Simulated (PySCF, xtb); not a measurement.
dimethyl telluride cation (C₂H₆Te), SMILES C[Te]C (connectivity only; charge and spin as stated), charge +1, multiplicity 2.

Harmonic wavenumbers (cm⁻¹) from xtb with GFN2-xTB at its own minimum, in rising order: 68, 94, 161, 545, 547, 746, 751, 772, 852, 1228, 1243, 1325, 1334, 1345, 1348, 2916, 2945, 2945, 2951, 2986, 2988.

Q: What does B3LYP-D3(BJ)/def2-SVP (PySCF) give at its own minimum? (An estimate is asked for; the answer gives what the named calculation found.)

A: 76, 101, 176, 505, 511, 776, 793, 812, 921, 1243, 1261, 1399, 1403, 1415, 1420, 3044, 3046, 3164, 3164, 3192, 3194. Paired by order, the mean absolute difference is 80 cm⁻¹ and the zero-point energies are 43.0 and 45.2 kcal/mol.
